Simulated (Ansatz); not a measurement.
Geometry optimisation, RKS revPBE-D4/def2-mTZVP (Ansatz).

Input:

```yaml
crystal:
  periodic: [false, false, false]
  atoms:
    - { symbol: Sn, position_ang: [0.0, 0.0, 0.0] }
    - { symbol: H, position_ang: [0.923, 0.0, 1.7063] }
    - { symbol: Cl, position_ang: [2.5085, 0.0, 0.7209] }
    - { symbol: H, position_ang: [-0.8195, 1.4198, -0.5794] }
    - { symbol: H, position_ang: [-0.8195, -1.4198, -0.5794] }
basis:
  gaussian: { orbitals: def2-mTZVP }
hamiltonian:
  xc: revpbe
  dispersion: d4
relax:
  f_tol: 0.15
  max_steps: 25
  restrain:
    - { distance: [1, 2], at: 2.57, k: 30.0 }
    - { distance: [0, 1], at: 1.74, k: 30.0 }
    - { distance: [0, 2], at: 2.41, k: 30.0 }
```

Launched with:

```bash
$ ansatz run input.yaml --threads 1 --pin off --max-ram 2048MiB --backend cpu --events-out ev --progress --plain --runs-dir out
```

Problem. Where does it end, and by what steps?

Solution. It converged. The restraints hold the end off the free minimum. After 4 steps the energy has fallen by 2.015 eV (the restraints' own energy left out); H2 moved furthest, 0.53 Å.

| step | energy less start (eV) | largest force component (eV/Å) | accepted |
| --- | --- | --- | --- |
| 0 | 0.0000 | 2.955 | yes |
| 1 | -0.8571 | 1.924 | yes |
| 2 | -1.4749 | 1.357 | yes |
| 3 | -1.9524 | 1.127 | yes |
| 4 | -2.0150 | 1.107 | yes |

```xyz
5
Properties=species:S:1:pos:R:3
Sn 0.053 0.000 0.205
H 0.423 0.000 1.885
Cl 2.446 0.000 0.233
H -0.565 1.432 -0.527
H -0.565 -1.432 -0.527
```

The run took 7.1 s on 1 thread of Arm Neoverse V2, with other jobs on the host, peak memory 0.11 GiB.
